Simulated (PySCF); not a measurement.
iodine monochloride (ClI), singlet, at a GFN2-xTB geometry (core potentials on I); M06L/def2-SVP (PySCF).

PySCF was given this input:
```python
from pyscf import gto, scf, dft

mol = gto.Mole()
mol.atom = '''
    Cl   -0.000000   -0.000000   -1.746255
    I     0.000000    0.000000    0.560119
'''
mol.basis = 'def2-svp'
mol.ecp = {'I': 'def2-svp'}
mol.charge = 0
mol.spin = 0
mol.verbose = 5
mol.build()

mf = dft.RKS(mol)
mf.xc = 'm06l'
mf.grids.prune = dft.gen_grid.sg1_prune
mf.kernel()
mf.analyze()
```

What the program printed (banner, timings and long lists left out):

```
PySCF version 2.14.0

[INPUT] verbose = 5
[INPUT] max_memory = 4000
[INPUT] num. atoms = 2
[INPUT] num. electrons = 42
[INPUT] charge = 0
[INPUT] spin (= nelec alpha-beta = 2S) = 0
[INPUT] symmetry False subgroup None
[INPUT] Mole.unit = angstrom
[INPUT] Symbol           X                Y                Z      unit          X                Y                Z       unit  Magmom
[INPUT]  1 Cl     0.000000000000   0.000000000000  -1.746255000000 AA    0.000000000000   0.000000000000  -3.299943693652 Bohr   0.0
[INPUT]  2 I      0.000000000000   0.000000000000   0.560119000000 AA    0.000000000000   0.000000000000   1.058471507165 Bohr   0.0
[INPUT] ---------------- BASIS SET ----------------
[INPUT] l, kappa, [nprim/nctr], expnt,             c_1 c_2 ...
[INPUT] I
[INPUT] 0    0    [6    /1   ]  445.90489176      0.0020037290389
                                23.336842412      -0.14989397324
                                19.583446104      0.36436474913
                                8.5112089186      -0.75538138199
                                2.1996161861      0.82816359356
                                1.0668970454      0.4216104811
[INPUT] 0    0    [2    /1   ]  11.720547572      -0.016160234511
                                1.7625986449      0.35271525193
[INPUT] 0    0    [1    /1   ]  0.28697476318        1
[INPUT] 0    0    [1    /1   ]  0.11227609607        1
[INPUT] 1    0    [4    /1   ]  20.499027254      0.077159335656
                                10.558754576      -0.3837037278
                                1.5015895485      0.83554174719
                                0.64597173095     0.16787259488
[INPUT] 1    0    [1    /1   ]  3.0288656771         1
[INPUT] 1    0    [1    /1   ]  0.34506591841        1
[INPUT] 1    0    [1    /1   ]  0.11134513813        1
[INPUT] 2    0    [5    /1   ]  51.23535492       0.0040345130346
                                15.616239482      -0.0050768108881
                                4.5266002139      0.29151065356
                                2.0529808766      0.51145783605
                                0.87640281623     0.31232025297
[INPUT] 2    0    [1    /1   ]  0.309                1
[INPUT] Cl
[INPUT] 0    0    [5    /1   ]  10449.827566      0.0019708362484
                                1571.7365221      0.014754727977
                                357.12065523      0.066679112875
                                100.25185935      0.17228924084
                                30.812727554      0.158837861
[INPUT] 0    0    [3    /1   ]  51.923789434      -0.10009298909
                                5.7045760975      0.60841752753
                                2.3508376809      0.54352153355
[INPUT] 0    0    [1    /1   ]  0.44605124672        1
[INPUT] 0    0    [1    /1   ]  0.1684885619         1
[INPUT] 1    0    [5    /1   ]  307.66790569      -0.0087801484118
                                72.102015515      -0.063563355471
                                22.532680262      -0.24016428276
                                7.8991765444      -0.47798866557
                                2.8767268321      -0.38515850005
[INPUT] 1    0    [1    /1   ]  0.77459363955        1
[INPUT] 1    0    [1    /1   ]  0.21037699698        1
[INPUT] 2    0    [1    /1   ]  0.65                 1

nuclear repulsion = 97.5125086568787
number of shells = 18
number of NR pGTOs = 97
number of NR cGTOs = 44
basis = def2-svp
ecp = {'I': 'def2-svp'}

******** <class 'pyscf.dft.rks.RKS'> ********
method = RKS
initial guess = minao
damping factor = 0
level_shift factor = 0
DIIS = <class 'pyscf.scf.diis.CDIIS'>
diis_start_cycle = 1
diis_space = 8
diis_damp = 0
SCF conv_tol = 1e-09
SCF conv_tol_grad = None
SCF max_cycles = 50
direct_scf = True
direct_scf_tol = 1e-13
XC library pyscf.dft.libxc version 7.1.2
    S. Lehtola, C. Steigemann, M. J. T. Oliveira, and M. A. L. Marques,  SoftwareX 7, 1–5 (2018)
XC functionals = m06l
    Y. Zhao and D. G. Truhlar,  J. Chem. Phys. 125, 194101 (2006)
    Y. Zhao and D. G. Truhlar,  J. Chem. Phys. 125, 194101 (2006)
    Y. Zhao and D. G. Truhlar,  Theor. Chem. Acc. 120, 215 (2008)
radial grids:
    Treutler-Ahlrichs [JCP 102, 346 (1995); DOI:10.1063/1.469408] (M4) radial grids

becke partition: Becke, JCP 88, 2547 (1988); DOI:10.1063/1.454033
pruning grids: <function sg1_prune>
grids dens level: 3
symmetrized grids: False
atomic radii adjust function: <function treutler_atomic_radii_adjust>
small_rho_cutoff = 0
Set gradient conv threshold to 3.16228e-05
Initial guess from minao.
Density of valence part of ANO basis will be used as initial guess for I
atom Cl rad-grids = 80, ang-grids = [  6   6   6   6   6   6   6   6   6   6   6   6   6   6   6   6   6   6
   6   6   6   6  38  38  38  38  38  38  38  38  38  38  38  38  86  86
  86  86  86  86  86  86 194 194 194 194 194 194 194 194 194 194 194 194
 194 194 194 194 194 194  86  86  86  86  86  86  86  86  86  86  86  86
  86  86  86  86  86  86  86  86]
Traceback (most recent call last):
  File "input.py", line 18, in <module>
  File "<string>", line 2, in kernel
  File "site-packages/pyscf/scf/hf.py", line 2099, in scf
  File "site-packages/pyscf/scf/hf.py", line 132, in kernel
  File "site-packages/pyscf/dft/rks.py", line 70, in get_veff
  File "site-packages/pyscf/dft/rks.py", line 506, in initialize_grids
  File "site-packages/pyscf/dft/gen_grid.py", line 653, in build
  File "<string>", line 6, in gen_atomic_grids
  File "site-packages/pyscf/dft/gen_grid.py", line 318, in gen_atomic_grids
  File "site-packages/pyscf/dft/gen_grid.py", line 81, in sg1_prune
IndexError: index 53 is out of bounds for axis 0 with size 19
```

The input was rejected before any calculation.
